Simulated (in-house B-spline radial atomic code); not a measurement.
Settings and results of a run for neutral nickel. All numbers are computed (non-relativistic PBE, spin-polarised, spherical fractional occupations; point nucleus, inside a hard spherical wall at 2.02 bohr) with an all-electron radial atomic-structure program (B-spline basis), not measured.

Command:
```bash
python run_scf.py task.json out
```
Settings:
```
Z                28
configuration    [Ne] 3s2 3p5 3d9 4s2
hamiltonian      nr
method           pbe,pbe
spin_polarised   True
wall_radius      2.02
```

Output (hartree, bohr):
```
 radial grid: 38 intervals, B-splines of order 8, outer radius 2.02 bohr

 iter        energy (Eh)    residual
    1       -1498.191193    3.55e-01
    2       -1498.661630    7.67e-02
    3       -1498.712575    2.43e-02
    4       -1498.714406    1.01e-02
    5       -1498.714762    1.93e-03
    6       -1498.714773    2.92e-05
    7       -1498.714773    2.43e-05
    8       -1498.714773    6.01e-07
    9       -1498.714773    5.54e-08

 total energy                     -1498.71477
 kinetic                            1527.9055
 electron-nucleus                  -3647.4933
 Hartree                             685.6314
 exchange-correlation                -64.7584

 orbital      occ     eigenvalue          <r>       <r^2>       <1/r>     <1/r^3>       <r^4>       r_max
 1s up      1.000      -296.8431    0.0548336  0.00403002     27.5118           - 4.13902e-05     0.03614
 1s down    1.000      -296.8249    0.0548311  0.00402965     27.5129           - 4.13831e-05     0.03614
 2s up      1.000       -33.7068     0.248526   0.0728438     5.94524           -  0.00922374      0.2076
 2s down    1.000       -33.6729     0.248406   0.0727623     5.94735           -  0.00919753      0.2076
 2p up      3.000       -29.2136     0.216814   0.0576633     5.90626     597.503  0.00672954      0.1661
 2p down    3.000       -29.1778     0.216725   0.0576035     5.90755     597.704  0.00671011      0.1661
 3s up      1.000        -2.6718     0.760947    0.664141     1.84411           -    0.682962      0.6562
 3s down    1.000        -2.5785     0.763259    0.668375     1.83776           -    0.692373      0.6569
 3p up      3.000        -1.3054     0.787565    0.719135     1.72327      71.545    0.818917      0.6625
 3p down    2.000        -1.2148     0.790807    0.725215     1.71589     70.8699    0.833046      0.6637
 3d up      5.000         1.0346     0.839671    0.829844     1.47383     7.62119     1.13377      0.6522
 3d down    4.000         1.1164     0.844979    0.840304     1.46592     7.54394     1.15988      0.6555
 4s up      1.000         2.8071      1.23206     1.70194     1.19573           -     3.72831       1.417
 4s down    1.000         2.8505      1.23212     1.70301     1.19692           -     3.73636       1.419
```

Run time, properties included: 0.09 s on 1 thread of Arm Neoverse N1, on a shared host.
